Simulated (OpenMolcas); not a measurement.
S2+: effect of the active space

```json
{
 "Program": "OpenMolcas 26.06",
 "Method": "SS-CASPT2, IPEA 0.25 Eh, imaginary shift 0.1 Eh",
 "Basis": "ANO-RCC-VDZP",
 "Scalar Hamiltonian": "DKH2, point nucleus",
 "Spin-orbit coupling": "RASSI with atomic mean-field integrals over the reference wave functions, term energies averaged over their components"
}
```

A. 2 electrons in 3 orbitals (3p); 2S+1 = 3 even, 3 roots; 2S+1 = 1 even, 6 roots; closed shells correlated: 2s 2p 3s; CASPT2 step about 0.6 core-seconds
B. 4 electrons in 4 orbitals (3s 3p); 2S+1 = 3 even, 6 roots; 2S+1 = 1 even, 12 roots; 2S+1 = 5 odd, 1 root; 2S+1 = 3 odd, 9 roots; 2S+1 = 1 odd, 8 roots; closed shells correlated: 2s 2p; CASPT2 step of the order of 1.9 core-seconds

Energies in cm-1 above 3s2 3p2 3P0, the measured ground level; measured values from NIST levels in Podobedova, Kelleher and Wiese, J. Phys. Chem. Ref. Data 38, 171 (2009).

```json
{"Level": "3s2 3p2 3P0", "A": "0.0", "B": "0.0", "Measured": "0.0"}
{"Level": "3s2 3p2 3P1", "A": "259", "B": "251", "Measured": "299"}
{"Level": "3s2 3p2 3P2", "A": "735", "B": "711", "Measured": "833"}
{"Level": "3s2 3p2 1D2", "A": "12840", "B": "12400", "Measured": "11323"}
{"Level": "3s2 3p2 1S0", "A": "29360", "B": "27040", "Measured": "27161"}
```

Deviations, from unrounded energies. A percentage is the sum of absolute deviations over the sum of measured energies, with the sign that they share, or ± where signs differ.

```json
{"Against measurement": "mean absolute deviation (cm-1)", "Levels": "4", "A": "960", "B": "340"}
{"Against measurement": "fine structure of the ground term (%)", "Levels": "2", "A": "-12.2", "B": "-14.9"}
{"Against measurement": "other terms of the ground configuration (%)", "Levels": "2", "A": "+9.6", "B": "±3.1"}
```

B lies closest to measurement on these levels. The largest miss of B in the table is 3s2 3p2 1D2, by +1100 cm-1. The ranking rests on the paired levels alone, and a cruder setting can come out closer through cancelling errors.

Between A and B the level of the table that moves most is 3s2 3p2 1S0, by 2300 cm-1 (lowest in B, highest in A). Moves below CASPT2's spread within the term are not significant.

CASPT2 breaks the degeneracy within a term, and the mean is taken; among the terms shown or strongly mixed into the levels shown the widest spread is 100 cm-1 (3s2 3p2 1D, A). Over all roots computed the reference weight is 0.85 to 0.99 in B; the roots of lowest weight are the least certain, and an intruder state may touch them. With the s shell closed, the reference lacks s² → p² mixing (holds for A). Measured partners are found by configuration, term and J. A level has none where our copy of the source lacks it or the pairing is in doubt (some pairs that miss far off the trend of their configuration count as doubtful), and it then counts in no deviation. Levels of configurations outside the active space are missing. The table leaves out levels that lie high or whose names do not pair safely across all columns.
